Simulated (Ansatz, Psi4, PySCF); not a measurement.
C4H5 (SMILES [CH2]C#CC), doublet, at a GFN2-xTB geometry. Base run: R2SCAN/cc-pVDZ run with PySCF.

The PySCF input:
```python
from pyscf import gto, scf, dft

mol = gto.Mole()
mol.atom = '''
    C    -0.016699   -0.144733    2.054516
    C    -0.005726   -0.050217    0.705697
    C     0.004207    0.034133   -0.513104
    C     0.015858    0.137252   -1.950679
    H    -0.945061   -0.199820    2.594000
    H     0.902734   -0.165853    2.611411
    H    -0.000598    1.187288   -2.252760
    H     0.917223   -0.323779   -2.357243
    H    -0.860138   -0.356451   -2.373990
'''
mol.basis = 'cc-pvdz'
mol.charge = 0
mol.spin = 1
mol.verbose = 3
mol.build()

mf = dft.UKS(mol)
mf.xc = 'r2scan'
mf.kernel()
```

The same geometry, method and basis name were run in Ansatz (an electronic-structure program) and Psi4 and PySCF, at each program's defaults and at the settings that a row names. The base is PySCF at its defaults. Differences at the defaults can come from grids, fitting, cores and function types together.

```json
[
 {"code and settings": "PySCF, defaults (exact integrals, its default grid, spherical functions)", "ΔE vs base (mEh)": "0.000", "basis functions": "81", "E (Eh)": "-155.23626", "SCF cycles": "12", "dipole (D)": "0.95"},
 {"code and settings": "Psi4, defaults (density fitting with its default set, its default grid, spherical functions)", "ΔE vs base (mEh)": "-0.088", "basis functions": "81", "E (Eh)": "-155.23635", "SCF cycles": "11", "dipole (D)": "0.95"},
 {"code and settings": "Ansatz, defaults (factorised integrals, its default grid, spherical functions)", "ΔE vs base (mEh)": "0.011", "basis functions": "81", "E (Eh)": "-155.23625", "SCF cycles": "-", "dipole (D)": "-"},
 {"code and settings": "PySCF, density fitting with def2-universal-jkfit", "ΔE vs base (mEh)": "-0.064", "basis functions": "81", "E (Eh)": "-155.23632", "SCF cycles": "12", "dipole (D)": "0.95"},
 {"code and settings": "PySCF, fine grid", "ΔE vs base (mEh)": "0.000", "basis functions": "81", "E (Eh)": "-155.23626", "SCF cycles": "12", "dipole (D)": "0.95"},
 {"code and settings": "Psi4, exact integrals, spherical functions, fine grid", "ΔE vs base (mEh)": "0.003", "basis functions": "81", "E (Eh)": "-155.23626", "SCF cycles": "15", "dipole (D)": "0.95"},
 {"code and settings": "Ansatz, high accuracy", "ΔE vs base (mEh)": "0.012", "basis functions": "81", "E (Eh)": "-155.23625", "SCF cycles": "-", "dipole (D)": "-"}
]
```

Open shells are given as the SCF converged; they aren't shown to be the lowest states, and a large step between rows can be another state.
